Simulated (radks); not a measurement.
Species: Sr5+. Configuration: [Ar] 3d10 4s2 4p(1/2: 1, 3/2: 2).

All-electron calculation, Dirac Kohn-Sham, relativistic LDA (MacDonald-Vosko exchange, VWN5 correlation), spin-unpolarised, spherical densities, finite nucleus; Fermi nuclear charge, rms radius 4.224 fm. Program: a radial shooting solver on a logarithmic mesh with Libxc functionals.

Energy parts (Ry):
part                        energy
total                  -6331.34838
kinetic                 6506.74846
electron-nucleus      -15121.47886
Hartree                 2474.97978
exchange-correlation    -191.59777

Orbitals (lengths in bohr, moments of r in powers of bohr; <r^-3> diverges for s and p1/2; r(max) is where P^2 peaks):
orbital  occ.  eigenvalue (Ry)  <r^-3>       <r^4>      <r>   r(max)  small-component weight
1s1/2       2        -1169.826       -  0.00001117  0.03929  0.02563                1.90e-02
2s1/2       2        -162.8480       -    0.002142   0.1727   0.1457                3.81e-03
2p1/2       2        -148.9146       -    0.001444   0.1477   0.1138                3.82e-03
2p3/2       4        -143.9231    1704    0.001583   0.1519   0.1173                3.72e-03
3s1/2       2        -29.25994       -      0.1220   0.4928   0.4369                9.66e-04
3p1/2       2        -24.16475       -      0.1321   0.4913   0.4250                9.17e-04
3p3/2       4        -23.39450   265.8      0.1432   0.5017   0.4340                8.89e-04
3d3/2       4        -14.37540   36.53      0.1770   0.4935   0.3735                7.76e-04
3d5/2       6        -14.23974   35.14      0.1818   0.4971   0.3761                7.68e-04
4s1/2       2         -7.35319       -       4.894    1.272    1.154                2.15e-04
4p1/2       1         -5.95591       -       7.037    1.382    1.238                1.84e-04
4p3/2       2         -5.84311   39.22       7.488    1.405    1.260                1.80e-04

The highest occupied level is 4p3/2 at -79.500 eV. For comparison, the ionisation energy in NIST's Atomic Spectra Database is 88 eV (theoretical). In exact Kohn-Sham theory the highest level is minus the ionisation energy, but local and semilocal functionals leave it too shallow, through self-interaction and a potential that decays too fast; potentials with the right tail come closer. Summed over all electrons, <r^2> = 15.81 bohr^2, which gives a Langevin (diamagnetic) susceptibility term of -12.5 x 10^-6 cm^3/mol.

Beside tabulated values, note that spin-unpolarised runs miss the spin-polarisation part of the exchange energy of open shells.
